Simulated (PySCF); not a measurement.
**From computed data to an observable: oscillator strength and radiative lifetime**

Ge(I)(SiH3) (GeH3ISi), SMILES [SiH3][Ge][I] (connectivity only; charge and spin as stated), neutral, multiplicity 1.

Coordinates come from a PBE-D3(BJ)/def2-SVP optimisation. The structure was generated by enumeration; whether it is a known compound was not checked. The def2 effective core potentials stand for the cores of I; spin–orbit coupling is left out.

TDDFT-PBE/def2-SVPD (PySCF 2.14.0) puts the first singlet state with f over 0.02 at 3.41 eV (vertical), with the transition dipole (0.060, -0.661, 0.000) in atomic units.

Find the oscillator strength, the wavelength and the radiative lifetime that this transition would have in vacuum if emission retraced absorption.


|μ|² = 0.4405 au, so |μ| = 1.69 D. ΔE = 3.41/27.211 = 0.1253 hartree. f = (2/3) ΔE |μ|² = 0.037 (the program prints 0.037).
λ = 1239.84/3.41 = 364 nm; ν = 27503 cm⁻¹.
Einstein's coefficient A = 0.6670 ν² f s⁻¹ (ν in cm⁻¹) = 1.9e7 s⁻¹, so τ = 1/A = 54 ns. This state is S3; the lower singlets have f = 0.001, 0.001. The figure is the radiative limit of this one transition; relaxation, internal conversion, crossing to triplets and a medium change what is measured.
